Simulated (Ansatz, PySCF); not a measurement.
Process, species as SMILES: FCC(F)(F)F → F atom + [CH2]C(F)(F)F (the C-F bond at the site shown breaks; other sites are not compared here)
Geometries: B3LYP-D3(BJ)/def2-TZVP minima from Ansatz (an electronic-structure program), one conformer each, not searched for the lowest. Frequencies are from Ansatz or PySCF.

Quantity: bond dissociation energy (0 K, with B3LYP-D3(BJ) harmonic zero-point energies), in kcal/mol. Cores are frozen in the correlated levels unless marked. UHF or UKS for open shells. No spin-orbit coupling. Non-relativistic. CBS marks a two-point X^-3 extrapolation of the correlation energy; Hartree-Fock from the larger set.

```json
[
 {"level": "HF/6-31G*", "program": "Ansatz", "bond dissociation energy (kcal/mol)": "64.3"},
 {"level": "SVWN5/def2-TZVPD", "program": "Ansatz", "bond dissociation energy (kcal/mol)": "136.3"},
 {"level": "PBE0-D3(BJ)/def2-TZVP", "program": "Ansatz + dftd3", "bond dissociation energy (kcal/mol)": "106.0"},
 {"level": "B2GP-PLYP-D3(BJ)/def2-TZVPD", "program": "Ansatz + dftd3", "bond dissociation energy (kcal/mol)": "106.6"}
]
```

Task: Estimate the value at CCSD(T)/CBS(cc-pVTZ,cc-pVQZ) as computed with Ansatz.

Result: 109.6 kcal/mol, so B2GP-PLYP-D3(BJ)/def2-TZVPD differs from it by -3.0 kcal/mol.
